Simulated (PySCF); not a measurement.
Cartesian coordinates (Å):
```xyz
24

W      0.1226    -0.0502    -0.0616
N     -0.7765     1.5964    -0.7503
H     -1.6569     1.9531    -0.3832
H     -0.6345     1.9320    -1.7023
C      1.4793     0.0548     1.5627
H      1.6333     1.0910     1.9010
H      2.4229    -0.3068     1.1071
H      1.2420    -0.5784     2.4313
C     -1.7647    -1.0560    -0.3816
H     -1.8221    -1.9763     0.2223
H     -1.7248    -1.3467    -1.4478
H     -2.6671    -0.4534    -0.2151
C      1.3682     0.5801    -1.7187
H      0.9197     0.2204    -2.6631
H      2.3285     0.0462    -1.6031
H      1.5635     1.6589    -1.7965
C      0.7826    -2.0563    -0.5770
H      0.4296    -2.4350    -1.5495
H      0.4520    -2.7727     0.1981
H      1.8876    -2.0783    -0.5983
C     -1.1411     0.6694     1.6152
H     -0.6620     1.4797     2.1867
H     -1.2165    -0.2177     2.2741
H     -2.1642     0.9785     1.3526
```
Charge 0, multiplicity 1.

Q: What is the computed HOMO, dipole moment and total energy (TPSSh-D3(BJ)/def2-TZVP // r2SCAN-D4/def2-SVP (PySCF))?

A: 
| Property | Value |
|---|---|
| HOMO | -6.14 eV |
| dipole moment | 0.59 D |
| total energy | -8781.63 eV |
